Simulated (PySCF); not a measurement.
Computed shifts of a molecule C2H8AlNO, PBE/pcSseg-1 run with PySCF, GIAO, gas phase, equivalent atoms averaged, in ppm (number of nuclei): ¹³C: 60.4 (1), -16.1 (1). ¹H: 4.54 (3), 1.18 (1), 1.04 (1), -0.04 (3). ¹⁵N: 29.9 (1). References: ¹³C against TMS (σ = 182.0 ppm); ¹H against TMS (σ = 31.49 ppm); ¹⁷O against H2O (σ = 334.3 ppm); ¹⁵N against NH3 (σ = 267.0 ppm), references at their B3LYP-D3(BJ)/def2-TZVP geometries, non-relativistic. Geometry: PBE-D3(BJ)/def2-SVP. Other conformers were not sampled.

Problem. Which structure fits?
A. CC[O][AlH][NH2]
B. C[CH2][Al]([NH2])[OH]
C. C[NH][Al]([CH3])[OH]
D. C[O][Al]([CH3])[NH2]

Solution. D, C[O][Al]([CH3])[NH2]
